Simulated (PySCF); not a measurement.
Structure revision by computed shifts

A compound C$_{3}$H$_{11}$NSi$_{2}$ gives the data below (simulated from a calculation) and was assigned the structure `C/C=N/[Si@@H](C)[SiH3]`.

$^{13}$C{$^{1}$H} NMR (computed): δ 143.9 (CH), 122.1 (CH2), 59.9 (CH2).

$^{1}$H NMR (500 MHz, computed): δ 6.21 (m, 1H), 5.42 (m, 1H), 5.38 (m, 1H), 4.71 (s, 6H), 3.61 (d, 2H).

Theory: GFN2-xTB structure, shielding tensors at PBE0/pcSseg-1 (GIAO), in PySCF 2.14.0 with density-fitted response routines (averaged over atoms made equivalent by symmetry, fast rotation or ring inversion, one computed conformer, no relativistic terms, gas phase).

Scale: TMS for $^{1}$H (σ = 31.72 ppm) and $^{13}$C (σ = 186.93 ppm) (reference shieldings calculated alike).

Q: Compare with the shifts computed for the proposed structure, pairing carbons in order of shift.

A: Numbering as in the mapped SMILES `[CH3:1]/[CH:2]=[N:3]/[Si@@H:4]([CH3:5])[SiH3:6]` (H(Xn): hydrogen on atom n).

```
atom  computed for proposal  given list  difference
  C2                  177.1       143.9       +33.2
  C1                   33.7       122.1       -88.4
  C5                   -0.6        59.9       -60.5
```

The rms difference is 64.7 ppm and the largest -88.4 ppm at C1 (methyl carbon). The carbon types in order of shift don't match either: CH, CH3, CH3 for the proposal against CH, CH2, CH2 in the data. The proposal doesn't fit.

Q: Which isomer fits?

A: `[SiH3]N(CC=C)[SiH3]`.

- Carbon types of the structure: 1 × CH, 2 × CH2, leaving 6 H on heteroatoms.
- δC 143.9: alkene CH; an sp2 carbon of a C=C bond.
- δC 122.1: terminal =CH2 carbon; an sp2 carbon of a C=C bond.
- δC 59.9: allylic sp3 CH2 bonded to N; pulled downfield by the heteroatom.
- δH 3.61: hydrogen on an allylic sp3 CH2 bonded to N; its carbon carries N, hence the downfield position.

The data come from this structure; uniqueness wasn't tested.

Shifts are as computed. Against solution values, carbons near 30 ppm lie about +3 ppm off and those near 130 ppm about +5 ppm. Of 1309 compounds with measured shifts, 239 miss one by over three times the rms of a fit or turn the order of signals round; such compounds aren't used in these exercises. No couplings were computed; multiplicities are counted from neighbouring protons, with m where these are inequivalent, close in shift, in a saturated or five-membered ring or joined by F or P, and br s for small geminal =CH2 splittings.
